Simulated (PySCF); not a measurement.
Method: PySCF with PBE-D3(BJ)/def2-TZVP // B3LYP-D3(BJ)/def2-TZVP. All species are isolated molecules in the gas phase. One relaxed conformer stands for a flexible species; it need not be the lowest. Delta-SCF ions had no search for a lower state. Excitations are Tamm–Dancoff values on a coarser integration grid. The basis has no diffuse functions, so Rydberg states are missing or too high.

Reference species (SMILES): `C#CC(=C)C=C` (neutral, multiplicity 1).

S1 excitation (TDA): 4.71 eV
vertical ionisation energy (Delta-SCF): 8.61 eV

Changed species: `C(=C/C=C)/C#C`.

**Question.** What does the change do to the S1 excitation (TDA) and vertical ionisation energy (Delta-SCF)?

**Answer.** the S1 excitation (TDA) decreases by 0.27 eV, to 4.44 eV; the vertical ionisation energy (Delta-SCF) decreases by 0.26 eV, to 8.35 eV.
